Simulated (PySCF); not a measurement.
C3H8Si2.
Bonds: C1–C2 (double), C2–Si3, Si3–Si4, Si4–C5, C1–C5. Hydrogens: H6 on C1; H7 on C2; H8, H9 on Si3; H10, H11 on Si4; H12, H13 on C5.

Definitions: NICS(0) = −σiso at the ring centroid; NICS(1) = −σiso and NICS(1)zz = −σzz at ±1 Å along the ring normal z. Level: GIAO PBE0/pcSseg-1 (PySCF, non-relativistic, gas phase) on the GFN2-xTB geometry, one conformer.

Ring bond lengths (Å), with Mayer bond orders in brackets: C1–C2 1.329 (1.93), C2–Si3 1.884 (0.90), Si3–Si4 2.305 (0.93), Si4–C5 1.920 (0.88), C5–C1 1.498 (1.05).

**Question.** Give the NICS values of each ring in ppm.

**Answer.** 
```tsv
ring	type	NICS(0)	NICS(1), two faces	NICS(1)zz, two faces	rms pucker (Å)	centre to ring atoms, mean (Å)
C1–C2–Si3–Si4–C5	5-membered ring with 2 Si; formal bonds 1 double, 4 single	-2.4	-3.3 / -3.3	-2.0 / -2.0	0.00	1.50
```

**Question.** What do they say, and how far can they be read as aromaticity?

**Answer.** 
- C1–C2–Si3–Si4–C5: mean NICS(1)zz -2.0 ppm, near zero. Si3, Si4, C5 have four or more neighbours, so the value isn't read as a sign of a π ring current.

**Question.** How shielded are the nuclei of the rings and their hydrogens (means over atoms taken as equivalent)?

**Answer.** 
```tsv
atoms	environment	σ isotropic (ppm)	principal values of the symmetric part, first atom (ppm)
C1	alkene CH carbon	25.6	-93.8, 24.9, 145.7
C2	alkene CH carbon	54.4	-51.7, 55.0, 159.7
Si3	SiH2 silicon	421.9	379.9, 413.2, 472.4
Si4	SiH2 silicon	429.2	402.8, 410.9, 473.9
C5	sp3 carbon bound to silicon	165.3	149.2, 154.2, 192.7
H6	vinylic hydrogen	24.52	22.1, 24.6, 26.8
H7	vinylic hydrogen	25.35	23.9, 25.2, 27.0
H8 (×2)	Si–H hydrogen	27.40	24.2, 24.7, 33.3
H10 (×2)	Si–H hydrogen	27.90	24.2, 25.5, 33.9
H12 (×2)	methylene hydrogen	29.57	24.5, 27.8, 36.4
```
